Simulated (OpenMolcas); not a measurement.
**B III: effect of the active space**

```json
{
 "Program": "OpenMolcas 26.06",
 "Method": "CASSCF or its RAS form",
 "Basis": "ANO-R3",
 "Scalar Hamiltonian": "X2C, finite nucleus",
 "Spin-orbit coupling": "state interaction with AMFI integrals over the reference wave functions, term energies averaged over their components"
}
```

A. 1 electron in 4 orbitals (2s 2p); 2S+1 = 2 even, 1 root; 2S+1 = 2 odd, 3 roots; cost of the order of 4 core-seconds
B. 1 electron in 8 orbitals (2s 2p 3s 3p); 2S+1 = 2 even, 1 root; 2S+1 = 2 odd, 3 roots; cost about 11 core-seconds
C. 1 electron in 9 orbitals (RAS2 2s 2p; RAS3 3d, at most 1 electron); 2S+1 = 2 even, 1 root; 2S+1 = 2 odd, 3 roots; cost about 6 core-seconds

Energies in cm⁻¹ above 2s ²S_1/2, the measured ground level; measured values from Moore, Atomic Energy Levels, vol. I, NSRDS-NBS 35 (1971 reprint of NBS Circular 467, 1949).

| Level | A | B | C | Measured |
| --- | --- | --- | --- | --- |
| 2s ²S_1/2 | 0.0 | 0.0 | 0.0 | 0.0 |
| 2p ²P°_1/2 | 48971 | 48971 | 48971 | 48358 |
| 2p ²P°_3/2 | 49001 | 49001 | 49001 | 48393 |

Deviations, from unrounded energies. A percentage is the sum of absolute deviations over the sum of measured energies, with the sign that they share, or ± where signs differ.

```
           Against measurement  Levels     A     B     C
mean absolute deviation (cm-1)       2   610   610   610
      other configurations (%)       2  +1.3  +1.3  +1.3
```

A, B, C lie about equally close to measurement. The largest miss of C in the table is 2p ²P°_1/2, by +610 cm-1. The ranking rests on the paired levels alone, and a cruder setting can come out closer through cancelling errors.

Among A to C no level of the table moves by more than 5 cm-1.

With one active electron the reference holds no correlation, so core polarisation is missing. With one active electron outside closed inactive shells, the extra shells (3p 3s) add no correlation to the reference (holds for B). With one active electron outside closed inactive shells, the extra shells (3d) add no correlation to the reference (holds for C). Measured partners are found by configuration, term and J. A level has none where our copy of the source lacks it or the pairing is in doubt (some pairs that miss far off the trend of their configuration count as doubtful), and it then counts in no deviation. Only configurations of the active space appear.

° marks odd parity.
